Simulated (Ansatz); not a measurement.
System: Ge2H, charge -1, multiplicity 1. It need not be the lowest isomer of its formula. Whether it binds its extra electron was not tested at this geometry. 
Structure (B3LYP-D3(BJ)/def2-TZVP (Ansatz, an electronic-structure program) minimum search):
SMILES: [Ge-]#[GeH]
```xyz
3

Ge     0.0000     0.0000    -1.1324
Ge     0.0000     0.0000     1.0506
H      0.0000     0.0000     2.6170
```
Charge -1, spin multiplicity 1.

Give the harmonic wavenumbers at B3LYP-D3(BJ)/def2-TZVP (Ansatz, finite differences of forces, unscaled).

146, 146, 365, 1915 cm⁻¹. Zero-point energy 3.7 kcal/mol.

From these and the geometry, give the ideal-gas thermochemistry at 298.15 K and 1 atm (rigid rotor, harmonic oscillator).

Point group C∞v, rotational symmetry number 1. Rotational constants 2.806, 2.806 GHz. S(trans) 40.85, S(rot) 17.29, S(vib) 6.54, S(elec, spin only) 0.00, S 64.7 cal/(mol K). H(298) - H(0) 3.11 kcal/mol; G - E(el) -12.5 kcal/mol.
